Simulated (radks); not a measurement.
The numbers below are computed, except where a source is named.
Dispersion coefficients C6 (hartree bohr^6) between ground-configuration atoms and ions, from the Casimir-Polder integral (3/pi) of alpha_A(iw) alpha_B(iw). Code: a radial shooting solver on a logarithmic mesh with Libxc functionals. Model: non-relativistic Kohn-Sham, PBE, spin-unpolarised, spherical densities, point nucleus. Response by self-consistent Sternheimer equations with the Hartree and adiabatic LDA kernel. For heavy and open-shell atoms this level of theory can miss by tens of per cent.

C6,Ti,Rh,Cl+,Ar2+,Fe,Br2+,H,Fe3+,As+
Ti,1136,,,,,,,,
Rh,812.6,593.9,,,,,,,
Cl+,175.8,139.3,42.31,,,,,,
Ar2+,102.2,83.02,26.57,17.04,,,,,
Fe,762.0,554.0,128.6,75.84,520.2,,,,
Br2+,172.1,137.2,42.16,26.64,126.4,42.13,,,
H,110.5,82.29,21.07,12.58,77.43,20.73,12.01,,
Fe3+,46.15,39.00,13.24,8.815,34.94,13.50,5.804,4.996,
As+,309.8,237.8,66.49,40.80,221.9,65.93,35.37,19.76,108.0

Static polarisabilities (bohr^3): Ti ([Ar] 3d2 4s2) 99.01, Rh ([Kr] 4d8 5s1) 66.83, Cl+ ([Ne] 3s2 3p4) 8.908, Ar2+ ([Ne] 3s2 3p4) 4.847, Fe ([Ar] 3d6 4s2) 58.46, Br2+ ([Ar] 3d10 4s2 4p3) 8.600, H (1s1) 7.029, Fe3+ ([Ar] 3d5) 2.034, As+ ([Ar] 3d10 4s2 4p2) 17.53. The combination rule 2 Ca Cb / ((alpha_b/alpha_a) Ca + (alpha_a/alpha_b) Cb) gives 20.60 for Br2+-H, against 20.73 from the integral.
